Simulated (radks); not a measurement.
Task: The gold anion Au-, [Hg], held by a Watson sphere: a shell of charge +1 at radius R that stands for the Madelung well of a crystal (potential energy -1/R inside, -1/r outside, in hartree with lengths in bohr). Method: scalar-relativistic Kohn-Sham, LDA (Slater exchange, Perdew-Wang correlation), spin-unpolarised, spherical densities, finite nucleus; Fermi nuclear charge, rms radius of each element as measured or else 0.836 A^(1/3) + 0.57 fm; computed with a radial shooting solver on a logarithmic mesh with Libxc functionals. Response by self-consistent Sternheimer equations with the Hartree and adiabatic LDA kernel, the relativistic mass of each level held fixed and spin-orbit coupling left out. The sphere does not respond.

R (bohr)  e(5p) (eV)  e(5d) (eV)  e(6s) (eV)  <r> 6s (bohr)  sum of <r^2> (bohr^2)  X-ray form factor at sin(theta)/lambda = 0.2 1/angstrom  alpha (bohr^3)
2.86         -60.213      -7.424      -6.858          2.833                  70.13                                                   67.134           43.38
3.58         -59.374      -6.503      -6.121          2.948                  72.62                                                   67.100           52.09
4.06         -58.879      -5.979      -5.636          3.013                  73.94                                                   67.096           58.14
4.55         -58.425      -5.507      -5.180          3.067                  75.05                                                   67.097           64.19
4.92         -58.115      -5.188      -4.865          3.101                  75.74                                                   67.099           68.56
5.14         -57.943      -5.013      -4.690          3.118                  76.10                                                   67.100           71.05
6.54         -57.037      -4.097      -3.769          3.193                  77.70                                                   67.105           84.56

Estimate the row for R = 4.67 bohr.

Result: e(5p) (eV) -58.322; e(5d) (eV) -5.400; e(6s) (eV) -5.075; <r> 6s (bohr) 3.079; sum of <r^2> (bohr^2) 75.28; X-ray form factor at sin(theta)/lambda = 0.2 1/angstrom 67.097; alpha (bohr^3) 65.63.
